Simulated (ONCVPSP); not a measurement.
Scattering properties, ONCV potential for silicon

* Element: silicon (Si)
* Generator: ONCVPSP 4.0.1
* Type: optimised norm-conserving Vanderbilt (ONCV)
* Functional: PBE
* Relativity: scalar-relativistic
* Frozen core: [Ne]
* Valence charge: 4
* Reference configuration: 3s2 3p1.5 (charge +0.5)
* Partial waves: 3s: rc 1.75 bohr, ncon 5, nbas 9, qcut 4.8 1/bohr, 3 projectors, debl 0.9 Ha; 3p: rc 1.85 bohr, ncon 5, nbas 8, qcut 4.2 1/bohr, 1 projector
* Local potential: polynomial inside 1.35 bohr (lpopt 4, dvloc0 2 Ha)
* Core correction: Teter function, fcfact 1.75, rcfact 1.3

The phase is arctan(r·R′/R) of the radial function R(r), unwrapped; energies in Ha, scanned from -2 to 5 Ha. A pole is an energy at which the radial function vanishes at the test radius. The pseudo phase is shifted by a multiple of π to meet the all-electron one at the reference energy, and phase errors are pseudo minus all-electron; the curves can meet again beyond the range given. Levels narrower than the energy grid can be missing from the lists of poles.

Task: For each channel, where are the poles, and over which energies does the pseudopotential scatter like the atom?

Result:

```
channel  radius (bohr)  reference energy (Ha)  poles, all-electron  poles, pseudo  unbroken range about the reference energy with phases within 0.05 rad  phase error 1 Ha above the reference energy (rad)
      s           1.78                  -0.54                 1.65           1.65                                                        the whole range                                             +0.000
      p           1.88                  -0.28                 1.72           1.51                                                              below 1.9                                             -0.013
```

Note: ghosts flagged at negative energy: s at -118.8 eV; GHOST(+) flags only above 600 eV. A true bound ghost makes a file unfit for plane-wave use.

Phases in the s channel:

| E (Ha) | all-electron | pseudo |
| --- | --- | --- |
| -1.98 | 0.934 | 0.934 |
| -1.80 | 0.846 | 0.846 |
| -1.62 | 0.728 | 0.728 |
| -1.44 | 0.568 | 0.568 |
| -1.26 | 0.349 | 0.349 |
| -1.08 | 0.067 | 0.067 |
| -0.90 | -0.252 | -0.252 |
| -0.72 | -0.553 | -0.553 |
| -0.54 | -0.794 | -0.794 |
| -0.36 | -0.974 | -0.974 |
| -0.18 | -1.106 | -1.106 |
| 0.00 | -1.204 | -1.204 |
| 0.18 | -1.280 | -1.280 |
| 0.36 | -1.339 | -1.339 |
| 0.54 | -1.388 | -1.388 |
| 0.72 | -1.428 | -1.428 |
| 0.90 | -1.463 | -1.463 |
| 1.08 | -1.493 | -1.493 |
| 1.26 | -1.520 | -1.520 |
| 1.44 | -1.544 | -1.544 |
| 1.62 | -1.567 | -1.567 |
| 1.80 | -1.589 | -1.589 |
| 1.98 | -1.609 | -1.609 |
| 2.16 | -1.630 | -1.630 |
| 2.34 | -1.651 | -1.651 |
| 2.52 | -1.672 | -1.672 |
| 2.70 | -1.695 | -1.695 |
| 2.88 | -1.719 | -1.719 |
| 3.06 | -1.746 | -1.745 |
| 3.24 | -1.776 | -1.776 |
| 3.42 | -1.811 | -1.810 |
| 3.60 | -1.853 | -1.852 |
| 3.78 | -1.905 | -1.903 |
| 3.96 | -1.972 | -1.969 |
| 4.14 | -2.061 | -2.057 |
| 4.32 | -2.187 | -2.180 |
| 4.50 | -2.373 | -2.360 |
| 4.68 | -2.652 | -2.627 |
| 4.86 | -3.037 | -2.998 |
